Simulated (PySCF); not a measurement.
C₇H₁₁NSi.
Numbering: `[SiH3:1][NH:2][C@H:3]1[C@H:4]2[CH:5]=[CH:6][C@@H:7]1[CH:8]=[CH:9]2` (hydrogens: H10, H11, H12 on Si1; H13 on N2; H14 on C3; H15 on C4; H16 on C5; H17 on C6; H18 on C7; H19 on C8; H20 on C9)

Computed, not measured: PySCF, PBE0-D3(BJ)/def2-SVP geometry optimisation, gas phase.

(1) List the bond lengths, angles and torsions at this level.

Results:

(1) 
```json
{"bond": "Si1–N2", "length (pm)": "173.4"}
{"bond": "N2–C3", "length (pm)": "142.3"}
{"bond": "C3–C4", "length (pm)": "157.7"}
{"bond": "C4–C5, C6–C7", "length (pm)": "152.8"}
{"bond": "C5=C6", "length (pm)": "133.9"}
{"bond": "C8=C9", "length (pm)": "133.9"}
{"bond": "C3–C7", "length (pm)": "156.7"}
{"bond": "C4–C9, C7–C8", "length (pm)": "152.4"}
{"bond": "Si1–H10, Si1–H11", "length (pm)": "149.4"}
{"bond": "Si1–H12", "length (pm)": "150.3"}
{"bond": "N2–H13", "length (pm)": "101.7"}
{"bond": "C3–H14", "length (pm)": "110.2"}
{"bond": "C4–H15, C7–H18", "length (pm)": "109.8"}
{"bond": "C5–H16, C6–H17", "length (pm)": "109.1"}
{"bond": "C8–H19, C9–H20", "length (pm)": "109.0"}
```

Bonds in one row agree within 1 pm and their mean is given. A selection of angles:
```json
{"angle": "N2–Si1–H10", "degrees": "107.4"}
{"angle": "N2–Si1–H11", "degrees": "108.6"}
{"angle": "N2–Si1–H12", "degrees": "115.5"}
{"angle": "H10–Si1–H11", "degrees": "110.7"}
{"angle": "H10–Si1–H12", "degrees": "107.6"}
{"angle": "Si1–N2–C3", "degrees": "124.0"}
{"angle": "Si1–N2–H13", "degrees": "118.7"}
{"angle": "C3–N2–H13", "degrees": "112.8"}
{"angle": "N2–C3–C4", "degrees": "118.6"}
{"angle": "N2–C3–C7", "degrees": "116.4"}
{"angle": "N2–C3–H14", "degrees": "109.0"}
{"angle": "C4–C3–C7", "degrees": "91.2"}
{"angle": "C4–C3–H14", "degrees": "110.1"}
{"angle": "C3–C4–C5", "degrees": "98.6"}
{"angle": "C3–C4–C9", "degrees": "97.7"}
{"angle": "C3–C4–H15", "degrees": "117.0"}
{"angle": "C5–C4–C9", "degrees": "108.0"}
{"angle": "C5–C4–H15", "degrees": "116.2"}
{"angle": "C9–C4–H15", "degrees": "116.5"}
{"angle": "C4–C5–C6", "degrees": "107.3"}
{"angle": "C4–C5–H16", "degrees": "124.9"}
{"angle": "C6–C5–H16", "degrees": "127.7"}
{"angle": "C8–C7–H18", "degrees": "116.7"}
{"angle": "C7–C8–C9", "degrees": "107.3"}
{"angle": "C7–C8–H19", "degrees": "124.8"}
{"angle": "C9–C8–H19", "degrees": "127.9"}
```

Dihedral angles: Si1–N2–C3–C4 101° (anticlinal); N2–C3–C4–C5 67° (synclinal); C3–C4–C5–C6 36° (synclinal); C4–C5–C6–C7 0° (synperiplanar); C5–C6–C7–C8 65° (synclinal); C6–C7–C8–C9 -65° (synclinal); C7–C8–C9–C4 0° (synperiplanar); N2–C3–C7–C6 -69° (synclinal); C3–C4–C9–C8 -37° (synclinal).

The C–C distances run from 1.339 Å (C5=C6, drawn double) to 1.577 Å (C3–C4, drawn single), a spread of 0.238 Å. Si1 (SiH3 silicon) is distorted tetrahedral (angles from 107.0° to 115.5°). The 5-membered ring C3–C4–C5–C6–C7 has internal angles of 91.2° to 107.3° (sum 503°, against 540° for a flat polygon); it is puckered, 0.28 Å rms from its mean plane, widest ring torsion 54°. The 5-membered ring C3–C4–C9–C8–C7 has internal angles of 91.2° to 107.3° (sum 501°, against 540° for a flat polygon); it is puckered, 0.28 Å rms from its mean plane, widest ring torsion 55°. N2 (silicon-bound nitrogen) has angles 124.0°, 118.7° and 112.8°, sum 355.5°, 0.17 Å off the plane of its three neighbours. Of the pairs four or more bonds apart, C6···H13 is among the closest relative to their van der Waals radii: 2.57 Å, 89 % of the sum of Bondi's values.

Point group: C1 (no symmetry element, even within 0.4 Å). Not checked by PBE0-D3(BJ)/def2-SVP frequencies. The numbers are those of one conformer.
